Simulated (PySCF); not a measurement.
Vertical excitations of a molecule C3H6BFO2 from TDDFT-PBE/def2-SVPD run with PySCF, as energy in eV (oscillator strength): 5.07 (0.000), 5.30 (0.004), 5.63 (0.001), 5.82 (0.001), 6.12 (0.005), 6.70 (0.025), 6.93 (0.001), 7.04 (0.001), 7.10 (0.015), 7.11 (0.029). Lowest triplet (TDA): 4.62 eV. Geometry: PBE0-D3(BJ)/def2-SVP. One conformer was computed; it need not be the lowest.

### Question
Identify the compound among the candidates.
A) O[C@@H]1C[C@H](O)B1F
B) C[C@]1(F)OCB1O
C) C/C(=C/F)B(O)O
D) C=C(OC)B(O)F

### Answer
B, C[C@]1(F)OCB1O
